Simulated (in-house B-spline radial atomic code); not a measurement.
Sr. Computed with a B-spline radial atomic code. Model: non-relativistic spherical atom: semilocal Troullier-Martins pseudo-atom, one channel per l, against all electrons, high spin, G0W0 and RPA with empty states to l = 8, local potential for every l without a channel, a model core (radius 0 = none) keeps its share of the functional.

Without relativity these are model numbers for so heavy an element.

What the tables leave out is listed at the end.

The pseudopotential gives back the lowest level of each angular momentum of its own functional in the configuration it was made in; a second state of the same l is only approximately right. Exact exchange, RPA and GW see the smooth pseudo-orbitals and miss the exchange with the core, for which the functional's share stands in. The column with an uncorrelated core keeps all orbitals and exact exchange, and so separates missing core correlation from pseudisation. Only the three outermost levels and the lowest empty one were computed. RPA here is direct RPA, with no exchange kernel, and its energies carry an (l + 1/2)⁻⁴ tail. A hybrid on a potential with a model core restores only its own semilocal share of the core's exchange.

Command:
```bash
python run_psgw.py task.json out
```
Settings (lengths in bohr, energies in hartree):
```
Z                      38
electrons              38
configuration          [Kr] 5s2
generated_in           [Kr] 5s2
functional             pbe,pbe
core_shells            5
radius_factor          0.8
core_correction        False
ion_configuration      [Kr] 5s1
```

Run time, properties included: 85 s on 1 thread of Arm Neoverse N1, on a shared host.

Given: made with PBE; model core radius 0 bohr; local radius 0.926 bohr; mean-field start PBE.

Valence shells of the generating configuration: 3d, 4s, 4p, 5s.

Channel: s 0.983, p 1.064, d 0.902 (radii in bohr).

Computed: largest level miss in the spin-unpolarised generating configuration 0.074 eV; valence RPA correlation energy pseudo -1.5799 hartree; all-electron RPA polarisability, core included 140.82 bohr³; ionisation by mean-field all-electron 5.6181 eV; ionisation by mean-field pseudo minus all 0.105 eV; ionisation by RPA all-electron 6.0537 eV; ionisation by RPA pseudo minus all 0.107 eV.

```json
{"level": "5s", "occupied": "1", "mean-field all-electron (eV)": "-3.4788", "mean-field pseudo minus all (eV)": "-0.074", "G0W0 all-electron (eV)": "-5.6626", "G0W0 uncorrelated core minus all (eV)": "-0.002", "G0W0 pseudo minus all (eV)": "-0.127", "exchange self-energy all-electron (eV)": "-6.7766", "exchange self-energy pseudo (eV)": "-6.809"}
```

Problem. What is the pseudo-atom RPA polarisability?

Solution. 135.47 bohr³.

Problem. What is the valence RPA correlation energy all-electron orbitals?

Solution. -1.2378 hartree.

Given: mean-field start PBE0.

Computed: valence RPA correlation energy all-electron orbitals -1.1788 hartree; valence RPA correlation energy pseudo -1.5198 hartree; all-electron RPA polarisability, core included 121.82 bohr³; pseudo-atom RPA polarisability 117.71 bohr³; ionisation by RPA all-electron 5.8598 eV; ionisation by RPA pseudo minus all 0.105 eV.

```json
{"level": "5s", "occupied": "1", "mean-field all-electron (eV)": "-3.9936", "mean-field pseudo minus all (eV)": "-0.077", "G0W0 all-electron (eV)": "-5.7599", "G0W0 uncorrelated core minus all (eV)": "-0.002", "G0W0 pseudo minus all (eV)": "-0.125", "exchange self-energy all-electron (eV)": "-6.6724", "exchange self-energy pseudo (eV)": "-6.6886"}
{"level": "5p (empty)", "occupied": "0", "mean-field all-electron (eV)": "-0.9469", "mean-field pseudo minus all (eV)": "-0.021", "G0W0 all-electron (eV)": "-0.20841", "G0W0 uncorrelated core minus all (eV)": "-0.001", "G0W0 pseudo minus all (eV)": "-0.02", "exchange self-energy all-electron (eV)": "-1.3862", "exchange self-energy pseudo (eV)": "-1.3542"}
```

Problem. What is the ionisation by mean-field pseudo minus all?

Solution. 0.096 eV.

Problem. What is the ionisation by mean-field all-electron?

Solution. 5.5366 eV.

Given: mean-field start Hartree-Fock.

Computed: valence RPA correlation energy all-electron orbitals -1.0442 hartree; valence RPA correlation energy pseudo -1.3786 hartree; all-electron RPA polarisability, core included 101.19 bohr³; pseudo-atom RPA polarisability 98.794 bohr³; ionisation by mean-field pseudo minus all 0.073 eV; ionisation by RPA all-electron 5.5096 eV.

| level | occupied | mean-field all-electron (eV) | mean-field pseudo minus all (eV) | G0W0 all-electron (eV) | G0W0 uncorrelated core minus all (eV) | G0W0 pseudo minus all (eV) | exchange self-energy all-electron (eV) | exchange self-energy pseudo (eV) |
| --- | --- | --- | --- | --- | --- | --- | --- | --- |
| 5s | 1 | -4.8561 | -0.075 | -5.7206 | -0.001 | -0.095 | -6.2552 | -6.2282 |
| 4p | 1 | -29.883 | -0.746 | -29.714 | -0.033 | -0.337 | -27.001 | -26.338 |

Problem. What is the ionisation by RPA pseudo minus all?

Solution. 0.098 eV.

Problem. What is the ionisation by mean-field all-electron?

Solution. 4.6728 eV.

Among the listed levels the largest G0W0 shift of the pseudo-atom is -0.34 eV, for 4p on the Hartree-Fock start, while leaving the core uncorrelated moves that level by -0.03 eV. So pseudisation and the lost core exchange, not the missing core correlation, make the error. Not in the tables (levels of low weight, unsolved or above zero; the highest and the empty levels are kept at any weight): on PBE the G0W0 levels 4p (pseudo minus all -0.10 eV, weights 0.07 and 0.08), 4s (pseudo minus all -0.81 eV, weights 0.04 and 0.04); on PBE0 the G0W0 levels 4p (pseudo minus all -0.37 eV, weights 0.51 and 0.56), 4s (pseudo minus all -0.43 eV, weights 0.50 and 0.51); on Hartree-Fock the G0W0 levels 4s (pseudo minus all +0.16 eV, weights 0.53 and 0.42).
